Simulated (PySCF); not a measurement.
Positional isomers: propene hydroxy+silyl. All species are isolated molecules in the gas phase. One relaxed conformer stands for each flexible species; it need not be the lowest. Strings in code marks are SMILES.

Delta-SCF ions had no search for a lower state. Excitations are Tamm–Dancoff values on a coarser integration grid. The basis has no diffuse functions, so Rydberg states are missing or too high.

A: `[SiH3]/C=C/CO` (H–O–C–C torsion 58°, O–C–C–C torsion -126°)
B: `O/C=C/C[SiH3]` (H–O–C–C torsion -1°, C–C–C–Si torsion -111°)
C: `O/C=C\C[SiH3]` (H–O–C–C torsion 4°, C–C–C–Si torsion -89°)
D: `OC/C=C\[SiH3]` (H–O–C–C torsion 73°, O–C–C–C torsion 8°)
E: `O/C([SiH3])=C/C` (Si–C–O–H torsion 180°)
F: `C/C(O)=C/[SiH3]` (C–C–O–H torsion 180°)

Problem. Order them by vertical ionisation energy (Delta-SCF) (lowest first) at the level PBE0-D3(BJ)/def2-TZVP (PySCF).

Solution. B (8.42 eV), C (8.46 eV), E (8.56 eV), F (8.69 eV), D (9.60 eV), A (9.70 eV)
